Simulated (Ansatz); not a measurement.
Gas-phase electronic energies from Ansatz, PBE0-D4/def2-TZVP geometries. CBS: MP2 limit from def2 TZ/QZ plus the TZ coupled-cluster correction, frozen cores. DFT in def2-TZVPP. def2 core potentials past Kr. For Sn outer-core shells are correlated without core-valence functions, which leaves a few kJ/mol of doubt a bond. One conformer a species, not always the lowest.

`C[O][Sn][OH]` + `N[SiH](S)Cl` → `CS[SiH](N)Cl` + `[OH][Sn][OH]`  (substitution at a C–O bond)

| level | ΔE (kcal/mol) | difference from CCSD(T)/CBS |
| --- | --- | --- |
| PBE-D4 | -10.5 | 0.9 |
| B97M-V | -10.0 | 1.4 |
| r2SCAN0-D4 | -11.0 | 0.4 |
| ωB97X-V | -10.2 | 1.2 |
| r2SCANh | -10.7 | 0.7 |
| MP2/def2-SVP | -6.7 | 4.7 |
| SCS-MP2/def2-TZVPP | -10.7 | 0.7 |
| CCSD(T)/def2-TZVPP | -10.3 | 1.1 |
| HF/def2-QZVPP | -8.3 | 3.1 |
| SCS-MP2/def2-QZVPP | -11.4 | 0.0 |
| CCSD(T)/CBS | -11.4 | 0 |

Largest T1 diagnostic among the species: 0.018.

At CCSD(T), def2-SVP lies +6.4 kcal/mol from the extrapolated value and def2-TZVPP +1.1 kcal/mol. Leaving LDA and LC-ωPBE aside and taking each functional with its dispersion term where it has one, the values, not all of them listed here, spread over 1.9 kcal/mol, from PBE-QIDH to BLYP-D4. In def2-TZVPP, CCSD(T) changes the Hartree–Fock value by −2.0 kcal/mol (the triples alone add −0.3 kcal/mol) and MP2 by −3.6 kcal/mol.
